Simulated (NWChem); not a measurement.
The numbers come from NWChem runs, not from measurements. System: AlCl₂F, charge 1, spin multiplicity 2, at the geometry of a parent with another charge or spin, in a state set for the comparison that need not be this species' ground state. Its SCF solution wasn't tested for a lower state. Level: UPBE/aug-cc-pVDZ.

Input file:

```
start mol
memory heap 200 mb stack 900 mb global 1100 mb
charge 1
geometry units angstroms nocenter noautoz
  Al     0.000000     0.000000     0.344682
  F      0.000000     0.000000     1.997760
  Cl     1.820974     0.000000    -0.660609
  Cl    -1.820974     0.000000    -0.660609
  symmetry group C2v
end
basis spherical
  * library aug-cc-pvdz
end
dft
  xc xpbe96 cpbe96
  odft
  mult 2
  semidirect memsize 60000000 filesize 0
  iterations 100
end
task dft energy
```

Part of the output:

```
             Northwest Computational Chemistry Package (NWChem) 7.3.0
             --------------------------------------------------------

                                NWChem Input Module
                                -------------------

 Scaling coordinates for geometry "geometry" by  1.889725989
 (inverse scale =  0.529177249)

 Turning off AUTOSYM since
 SYMMETRY directive was detected!

                             Geometry "geometry" -> ""
                             -------------------------

 Output coordinates in angstroms (scale by  1.889725989 to convert to a.u.)

  No.       Tag          Charge          X              Y              Z
 ---- ---------------- ---------- -------------- -------------- --------------
    1 Al                  13.0000     0.00000000     0.00000000     0.34468200
    2 F                    9.0000     0.00000000     0.00000000     1.99776000
    3 Cl                  17.0000     1.82097400     0.00000000    -0.66060900
    4 Cl                  17.0000    -1.82097400     0.00000000    -0.66060900

 Effective nuclear repulsion energy (a.u.)     242.1468324101

            Nuclear Dipole moment (a.u.)
            ----------------------------
        X                 Y               Z
 ---------------- ---------------- ----------------
     0.0000000000     0.0000000000     0.0000000000

      Symmetry information
      --------------------

 Group name             C2v
 Group number             16
 Group order               4
 No. of unique centers     3

      Symmetry unique atoms

     1    2    3


 Summary of "ao basis" -> "" (spherical)
 ------------------------------------------------------------------------------
       Tag                 Description            Shells   Functions and Types
 ---------------- ------------------------------  ------  ---------------------
 *                        aug-cc-pvdz                 on all atoms

  pbe96 is a nonlocal functional; adding pw91lda local functional.

                                 NWChem DFT Module
                                 -----------------

 Summary of "ao basis" -> "ao basis" (spherical)
[...]
    beta      1      2      3      4      5      6      9     10      7      8
 overlap   1.000  1.000  1.000  1.000  1.000  1.000  0.897  0.898  0.897  0.898

   alpha     11     12     13     14     15     16     17     18     19     20
    beta     11     12     13     14     15     16     17     18     19     20
 overlap   1.000  1.000  1.000  1.000  1.000  1.000  1.000  1.000  1.000  0.999

   alpha     21     22     23     24     25     26     27     28     29     30
    beta     22     21     23     26     24     28     25     27     29     30
 overlap   0.997  0.984  0.998  0.984  0.939  0.941  0.998  1.000  1.000  1.000

   alpha     31     32     33     34     35     36     37     38     39     40
    beta     31     32     33     34     35     37     36     38     39     41
 overlap   0.999  1.000  0.998  0.999  0.992  0.999  0.991  0.999  1.000  0.998

   alpha     41     42     43     44     45     46     47     48     49     50
    beta     40     42     43     44     45     46     47     48     49     51
 overlap   0.999  1.000  0.998  0.996  1.000  0.996  1.000  0.994  1.000  0.994

   alpha     51     52     53     54     55     56     57     58     59     60
    beta     50     52     54     53     55     56     58     57     59     61
 overlap   0.996  0.997  0.989  0.995  0.999  0.991  0.994  0.999  0.993  0.991

   alpha     61     62     63     64     65     66     67     68     69     70
    beta     60     62     63     64     65     66     67     68     69     70
 overlap   0.997  0.992  0.993  0.995  0.995  0.999  1.000  1.000  0.993  0.994

   alpha     71     72     73     74     75     76     77     78     79     80
    beta     71     72     73     74     75     76     77     78     81     80
 overlap   0.998  1.000  0.999  1.000  0.998  0.998  0.999  1.000  0.999  0.998

   alpha     81     82     83     84     85     86     87     88     89     90
    beta     79     82     84     83     85     87     86     88     89     90
 overlap   0.993  0.997  0.992  0.998  0.999  0.999  0.997  0.999  0.999  1.000

   alpha     91     92     93     94     95     96     97     98     99    100
    beta     91     92     93     94     95     96     97     98     99    100
 overlap   0.999  1.000  1.000  1.000  1.000  1.000  1.000  1.000  1.000  1.000

   alpha    101    102    103    104
    beta    101    102    103    104
 overlap   0.999  1.000  0.999  1.000

     --------------------------
     Expectation value of S2:
     --------------------------
      <S2> =      0.7519 (Exact =     0.7500)

 center of mass
 --------------
 x =   0.00000000 y =   0.00000000 z =   0.01716342

 moments of inertia (a.u.)
 ------------------
         391.176446103515           0.000000000000           0.000000000000
           0.000000000000        1219.340749919485           0.000000000000
           0.000000000000           0.000000000000         828.164303815970

     Multipole analysis of the density
     ---------------------------------

     L   x y z        total         alpha         beta         nuclear
     -   - - -        -----         -----         ----         -------
     0   0 0 0      1.000000    -28.000000    -27.000000     56.000000

     1   1 0 0     -0.000000     -0.000000     -0.000000      0.000000
     1   0 1 0     -0.000000     -0.000000     -0.000000      0.000000
     1   0 0 1     -0.744188     -0.006075     -0.738112      0.000000

     2   2 0 0    -19.327032   -216.871237   -205.065351    402.609556
     2   1 1 0      0.000000      0.000000      0.000000      0.000000
     2   1 0 1     -0.000000     -0.000000     -0.000000      0.000000
     2   0 2 0    -26.554904    -13.555437    -12.999467      0.000000
     2   0 1 1     -0.000000      0.000000     -0.000000      0.000000
     2   0 0 2    -28.281817   -109.732153   -105.322126    186.772461

 Task  times  cpu:       23.0s     wall:       23.0s

 Total times  cpu:       23.0s     wall:       23.0s
```
